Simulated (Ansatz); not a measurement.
The inner images of a band of CH5BrSSi2 (10 atoms, charge 0, multiplicity 1) are given out of order.

Method: RKS PBE/def2-SVP (Ansatz 0.2.0).

First end point:

```xyz
10
Properties=species:S:1:pos:R:3
S -1.934 -0.356 0.208
C -0.303 -0.354 -0.612
Si 1.003 -0.674 0.791
Si 0.487 1.045 -1.647
Br -0.776 2.848 -1.007
H -2.160 0.990 0.069
H -0.228 -1.250 -1.274
H 0.587 -1.917 1.521
H 1.016 0.507 1.718
H 2.390 -0.891 0.236
```

Last end point:

```xyz
10
Properties=species:S:1:pos:R:3
S -2.069 0.411 -0.151
C -0.545 -0.566 -0.295
Si 0.424 -0.538 1.400
Si 1.085 0.423 -0.546
Br 0.905 2.560 -1.179
H -1.971 1.116 -1.320
H -0.668 -1.528 -0.833
H 1.088 -1.825 1.800
H -0.280 0.159 2.521
H 2.115 -0.264 -1.394
```

Q: Put them in order from the first end to the last, with their energies above the first end.
A.
```xyz
10
Properties=species:S:1:pos:R:3
S -2.159 0.364 -0.082
C -0.580 -0.493 -0.289
Si 0.551 -0.527 1.308
Si 1.063 0.450 -0.652
Br 0.969 2.673 -0.760
H -2.377 0.703 -1.389
H -0.666 -1.478 -0.794
H 1.059 -1.886 1.677
H 0.075 0.342 2.423
H 2.148 -0.200 -1.439
```
B.
```xyz
10
Properties=species:S:1:pos:R:3
S -2.124 0.039 0.212
C -0.506 -0.475 -0.460
Si 0.876 -0.624 0.860
Si 0.604 0.583 -1.644
Br 0.246 2.677 -0.774
H -2.344 1.095 -0.627
H -0.600 -1.458 -0.974
H 1.155 -2.039 1.278
H 0.642 0.302 2.011
H 2.134 -0.151 0.121
```
C.
```xyz
10
Properties=species:S:1:pos:R:3
S -2.169 0.277 0.136
C -0.592 -0.472 -0.341
Si 0.762 -0.578 0.929
Si 0.768 0.519 -1.431
Br 0.698 2.628 -0.487
H -2.523 0.728 -1.105
H -0.725 -1.455 -0.844
H 1.277 -1.932 1.317
H 0.670 0.395 2.063
H 1.917 -0.160 -0.235
```
D.
```xyz
10
Properties=species:S:1:pos:R:3
S -2.176 0.333 0.036
C -0.625 -0.521 -0.239
Si 0.626 -0.531 1.141
Si 0.828 0.501 -1.126
Br 0.912 2.680 -0.508
H -2.459 0.667 -1.263
H -0.706 -1.479 -0.790
H 1.205 -1.873 1.467
H 0.326 0.389 2.280
H 2.153 -0.217 -0.994
```
E.
```xyz
10
Properties=species:S:1:pos:R:3
S -2.066 -0.223 0.146
C -0.405 -0.438 -0.594
Si 0.924 -0.624 0.810
Si 0.494 0.769 -1.774
Br -0.191 2.774 -0.893
H -2.123 1.133 -0.037
H -0.406 -1.410 -1.139
H 0.860 -2.017 1.367
H 0.678 0.409 1.866
H 2.318 -0.424 0.253
```

A: E (+4.7 kJ/mol), B (+12.8 kJ/mol), C (+21.4 kJ/mol), D (+79.4 kJ/mol), A (+8.6 kJ/mol).

The run took 5.4 min on 2 threads of Arm Neoverse N1, with other jobs on the host, peak memory 0.18 GiB.
